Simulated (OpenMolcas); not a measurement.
**Mo3+: input and output**

Input:

```
&GATEWAY
Coord
1

Mo 0.0 0.0 0.0
Basis=ANO-RCC-VTZP
Group=XYZ
NoMove
AngMom=0.0 0.0 0.0
AMFI
&SEWARD
* reference wave functions (RASSCF and RASSI steps not shown): 3 electrons in 9 orbitals (RAS2 4d 5s; RAS3 5p, at most 2 electrons)
>>> COPY JOB001 $Project.JobIph
&CASPT2
Multistate=20 1 2 3 4 5 6 7 8 9 10 11 12 13 14 15 16 17 18 19 20
Frozen=8 6
IPEA=0.25
Imaginary=0.1
MaxIter=60
WThr=0.0 0.3 0.05
PrWF=0.5
NoMix
>>> COPY JOB002 $Project.JobIph
&CASPT2
Multistate=65 1 2 3 4 5 6 7 8 9 10 11 12 13 14 15 16 17 18 19 20 21 22
23 24 25 26 27 28 29 30 31 32 33 34 35 36 37 38 39 40 41 42 43 44 45 46
47 48 49 50 51 52 53 54 55 56 57 58 59 60 61 62 63 64 65
Frozen=8 6
IPEA=0.25
Imaginary=0.1
MaxIter=60
WThr=0.0 0.3 0.05
PrWF=0.5
NoMix
>>> COPY JOB003 $Project.JobIph
&CASPT2
Multistate=30 1 2 3 4 5 6 7 8 9 10 11 12 13 14 15 16 17 18 19 20 21 22
23 24 25 26 27 28 29 30
Frozen=8 6
IPEA=0.25
Imaginary=0.1
MaxIter=60
WThr=0.0 0.3 0.05
PrWF=0.5
NoMix
...
```

Output, cut to the results:

```
--- CASPT2 ---
Orbital specifications:
      -----------------------

      Symmetry species                           1   2
                                                ag  au
      Frozen orbitals                            8   6
      Inactive orbitals                          1   3
      Active orbitals                            6   3
      Secondary orbitals                        21  20
      Deleted orbitals                           0   0
      Number of basis functions                 36  32
Type of calculation                        MS-CASPT2
      Fock operator                              state-specific
      IPEA shift                                 0.25
      Real shift                                 0.00
      Imaginary shift                            0.10
      The input orbitals will be transformed to quasi-canonical
Reference energy:       -4043.9490370496
      E2 (Non-variational):      -0.2977108104
      Shift correction:          -0.0001305163
      E2 (Variational):          -0.2978413267
      Total energy:           -4044.2468783763
      Residual norm:              0.0000008237
      Reference weight:           0.94662
      Contributions to the CASPT2 correlation energy
      Active & Virtual Only:         -0.0186416396
      One Inactive Excited:          -0.1331024730
      Two Inactive Excited:          -0.1459666978
Reference energy:       -4043.9490370496
      E2 (Non-variational):      -0.2974328669
      Shift correction:          -0.0001297259
      E2 (Variational):          -0.2975625929
      Total energy:           -4044.2465996424
      Residual norm:              0.0000007881
      Reference weight:           0.94675
      Contributions to the CASPT2 correlation energy
      Active & Virtual Only:         -0.0185587036
      One Inactive Excited:          -0.1329809742
      Two Inactive Excited:          -0.1458931891
::    CASPT2 Root  1     Total energy:  -4044.24687838
::    CASPT2 Root  2     Total energy:  -4044.24659964
::    CASPT2 Root  3     Total energy:  -4044.24767397
::    CASPT2 Root  4     Total energy:  -4044.24709674
::    CASPT2 Root  5     Total energy:  -4044.24826085
::    CASPT2 Root  6     Total energy:  -4044.24860124
::    CASPT2 Root  7     Total energy:  -4044.24579440
::    CASPT2 Root  8     Total energy:  -4044.20286356
::    CASPT2 Root  9     Total energy:  -4044.20286354
::    CASPT2 Root 10     Total energy:  -4044.20286353
::    CASPT2 Root 11     Total energy:  -4043.94546840
::    CASPT2 Root 12     Total energy:  -4043.94506826
::    CASPT2 Root 13     Total energy:  -4043.94499308
::    CASPT2 Root 14     Total energy:  -4043.94424479
::    CASPT2 Root 15     Total energy:  -4043.94581025
::    CASPT2 Root 16     Total energy:  -4043.94475780
::    CASPT2 Root 17     Total energy:  -4043.94550851
::    CASPT2 Root 18     Total energy:  -4043.89799738
::    CASPT2 Root 19     Total energy:  -4043.89798074
::    CASPT2 Root 20     Total energy:  -4043.89799728
::    MS-CASPT2 Root  1     Total energy:  -4044.24930921
::    MS-CASPT2 Root  2     Total energy:  -4044.24844150
::    MS-CASPT2 Root  3     Total energy:  -4044.24741898
::    MS-CASPT2 Root  4     Total energy:  -4044.24737100
::    MS-CASPT2 Root  5     Total energy:  -4044.24674671
::    MS-CASPT2 Root  6     Total energy:  -4044.24611512
::    MS-CASPT2 Root  7     Total energy:  -4044.24561073
::    MS-CASPT2 Root  8     Total energy:  -4044.20284914
::    MS-CASPT2 Root  9     Total energy:  -4044.20283194
::    MS-CASPT2 Root 10     Total energy:  -4044.20280169
--- CASPT2 ---
Orbital specifications:
      -----------------------

      Symmetry species                           1   2
                                                ag  au
      Frozen orbitals                            8   6
      Inactive orbitals                          1   3
      Active orbitals                            6   3
      Secondary orbitals                        21  20
      Deleted orbitals                           0   0
      Number of basis functions                 36  32
Type of calculation                        MS-CASPT2
      Fock operator                              state-specific
      IPEA shift                                 0.25
      Real shift                                 0.00
      Imaginary shift                            0.10
      The input orbitals will be transformed to quasi-canonical
Reference energy:       -4043.8890188018
      E2 (Non-variational):      -0.3083895528
      Shift correction:          -0.0001588795
      E2 (Variational):          -0.3085484324
      Total energy:           -4044.1975672341
      Residual norm:              0.0000003935
      Reference weight:           0.94261
      Contributions to the CASPT2 correlation energy
      Active & Virtual Only:         -0.0257336734
      One Inactive Excited:          -0.1355238087
      Two Inactive Excited:          -0.1471320707
Reference energy:       -4043.8890188018
      E2 (Non-variational):      -0.3087827281
      Shift correction:          -0.0001593566
      E2 (Variational):          -0.3089420847
      Total energy:           -4044.1979608865
      Residual norm:              0.0000003776
      Reference weight:           0.94245
      Contributions to the CASPT2 correlation energy
      Active & Virtual Only:         -0.0257530910
      One Inactive Excited:          -0.1358231347
      Two Inactive Excited:          -0.1472065023
::    CASPT2 Root  1     Total energy:  -4044.19756723
::    CASPT2 Root  2     Total energy:  -4044.19796089
::    CASPT2 Root  3     Total energy:  -4044.19803736
::    CASPT2 Root  4     Total energy:  -4044.19749478
::    CASPT2 Root  5     Total energy:  -4044.19778861
::    CASPT2 Root  6     Total energy:  -4044.19754101
::    CASPT2 Root  7     Total energy:  -4044.19754724
::    CASPT2 Root  8     Total energy:  -4044.19752788
::    CASPT2 Root  9     Total energy:  -4044.19768365
...
```

Levels above the lowest, from the spin-orbit matrix with the multistate effective Hamiltonian, averaged by term, added to it:

```csv
Configuration,Term,J,E (cm-1),Measured (cm-1),g,Term weight %,Second
4d3,4F,3/2,0.0,0.0,0.403,99,
4d3,4F,5/2,783,778,1.029,100,
4d3,4F,7/2,1768,1760,1.237,100,
4d3,4F,9/2,2880,2865,1.331,98,
4d3,4P,3/2,10600,10331,1.660,84,14 2P
4d3,4P,1/2,10620,10338,2.539,93,7 2P
4d3,4P,5/2,11870,11612,1.597,99,
4d3,2G,7/2,12090,11580,0.891,99,
4d3,2G,9/2,12850,12311,1.089,86,13 2H
4d3,2P,3/2,14640,,1.183,47,38 2D(1)
4d3,2P,1/2,14720,14348,0.797,93,7 4P
4d3,2H,9/2,16790,15995,0.935,87,13 2G
4d3,2H,11/2,17180,16357,1.091,100,
4d3,2D(1),5/2,17520,16809,1.203,98,
4d3,2D(1),3/2,17650,17107,1.022,59,39 2P
4d3,2F,7/2,25670,24787,1.142,100,
4d3,2F,5/2,25990,25100,0.860,99,
4d3,2D(2),5/2,40530,38922,1.199,99,
4d3,2D(2),3/2,40960,39231,0.800,100,
4d2 5s,4F,3/2,66370,60896,0.403,99,
4d2 5s,4F,5/2,67060,61626,1.028,98,
4d2 5s,4F,7/2,68070,62708,1.238,99,
4d2 5s,4F,9/2,69320,64046,1.334,100,
4d2 5s,2F,5/2,73970,69178,0.871,95,3 2D
```

Against the 22 measured excited levels shown (Sugar and Musgrove, J. Phys. Chem. Ref. Data 17, 155 (1988)) the mean absolute deviation is 1700 cm-1; the largest miss in energy is 4d2 5s 4F 3/2: computed 66370, measured 60896 cm-1 (+9.0 %).

Term energies are means over components that CASPT2 splits; among the terms shown or strongly mixed into the levels shown the widest spread is 1000 cm-1 (4d2 5s 2F). Blocks of more than 70 roots (2S+1 = 2 odd) ran without multistate coupling. Terms from blocks run as CI alone lack orbitals of their own. A single d shell beside an s shell can misplace configurations of different d count against each other. The CASPT2 spread within a term exceeds the gap to the next term for 4d3 2H and 4d3 2D(1), so the order of their levels is uncertain. Computed and measured levels are paired by configuration, term and J; levels that our copy of the source lacks, or whose pairing is in doubt (as where it misses far off the trend of its configuration), stay unpaired and out of the deviations. Only configurations of the active space appear. The first state left out of the spin-orbit step lies near 160000 cm-1 above the lowest spin-free state of the reference (among the parities and spins computed), and the list stops at four fifths of that energy or lower. The table shows the lowest 24 of 71 levels.

The term weight is that of the spin-free term in the level, not the purity of its configuration. A number in round brackets counts repeated terms of one configuration in the order of the reference energies.
